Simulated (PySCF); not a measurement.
Potential energy curve for HI, singlet.

- UCCSD(T) = PySCF 2.14.0 with CCSD(T) on UHF/def2-SVP, 4 core orbitals frozen, def2 effective core potentials past Kr
- UKS-TPSSh = unrestricted TPSSh/def2-SVP, def2 effective core potentials past Kr (PySCF 2.14.0)
- UHF/def2-SVP, def2 effective core potentials past Kr (PySCF)

Energies are in kJ/mol, each relative to the lowest point of its own curve near equilibrium.

| R / Å | UCCSD(T) | UKS-TPSSh | UHF |
|---|---|---|---|
| 1.21 | 310.7 | 318.2 | 312.4 |
| 1.28 | 186.5 | 192.8 | 186.2 |
| 1.37 | 84.6 | 89.1 | 82.9 |
| 1.46 | 28.7 | 31.3 | 26.8 |
| 1.52 | 9.5 | 11.1 | 8.1 |
| 1.57 | 1.8 | 2.5 | 1.1 |
| 1.61 | 0.0 | 0.0 | 0.0 |
| 1.66 | 2.0 | 1.3 | 3.3 |
| 1.71 | 8.0 | 6.7 | 10.7 |
| 1.78 | 21.1 | 19.3 | 26.4 |
| 1.85 | 38.1 | 36.2 | 46.7 |
| 1.99 | 78.5 | 77.7 | 95.5 |
| 2.15 | 128.3 | 130.3 | 143.7 |
| 2.44 | 207.9 | 220.0 | 187.5 |
| 2.66 | 253.4 | 262.4 | 202.0 |
| 2.90 | 284.7 | 292.3 | 209.7 |
| 3.18 | 300.1 | 313.6 | 213.8 |
| 3.57 | 306.0 | 328.2 | 215.9 |
| 3.94 | 307.4 | 332.5 | 216.6 |
| 4.37 | 307.9 | 333.9 | 216.8 |
| 4.78 | 308.1 | 334.4 | 216.9 |
| 5.64 | 308.2 | 334.6 | 217.0 |
| 6.51 | 308.2 | 334.7 | 217.0 |

At the longest distance, 6.51 Å, UKS-TPSSh lies highest above its minimum (334.7 kJ/mol) and UHF lowest (217.0 kJ/mol).

The unrestricted determinant behind UCCSD(T), UHF is spin-contaminated at 2.15 to 6.51 Å (<S²> up to 1.0, against 0.00 for a pure singlet). The unrestricted determinant behind UKS-TPSSh is spin-contaminated at 2.44 to 6.51 Å (<S²> up to 1.0, against 0.00 for a pure singlet).
